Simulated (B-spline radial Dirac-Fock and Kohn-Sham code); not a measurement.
# X-ray form factors of iron in several charge states

Calculated with a B-spline atomic structure program, using Dirac-Fock orbitals of the configuration average with a finite nucleus.

Configurations: Fe [Ar] 3d6 4s2; Fe⁺ [Ar] 3d6 4s1; Fe³⁺ [Ar] 3d5; Fe⁴⁺ [Ar] 3d4. The first column is f₀ of Fe, the others are differences from it.

```
s (Å⁻¹)      Fe   Δ Fe⁺  Δ Fe³⁺  Δ Fe⁴⁺
      0  26.000  -1.000  -3.000  -4.000
   0.05  25.303  -0.757  -2.542  -3.504
    0.1  23.676  -0.316  -1.601  -2.458
   0.15  21.825  -0.035  -0.806  -1.513
    0.2  20.040  +0.059  -0.340  -0.880
   0.25  18.347  +0.064  -0.114  -0.494
    0.3  16.738  +0.045  -0.017  -0.260
   0.35  15.228  +0.026  +0.020  -0.117
    0.4  13.840  +0.011  +0.031  -0.031
   0.45  12.594  +0.002  +0.031  +0.017
    0.5  11.499  -0.003  +0.027  +0.041
    0.6   9.752  -0.006  +0.018  +0.049
    0.7   8.511  -0.004  +0.010  +0.035
    0.8   7.645  -0.002  +0.005  +0.020
    0.9   7.023   0.000  +0.003  +0.010
      1   6.545   0.000  +0.002  +0.006
    1.1   6.143   0.000  +0.002  +0.006
    1.2   5.775   0.000  +0.003  +0.008
    1.4   5.071  -0.001  +0.004  +0.013
    1.6   4.388  -0.001  +0.004  +0.015
```
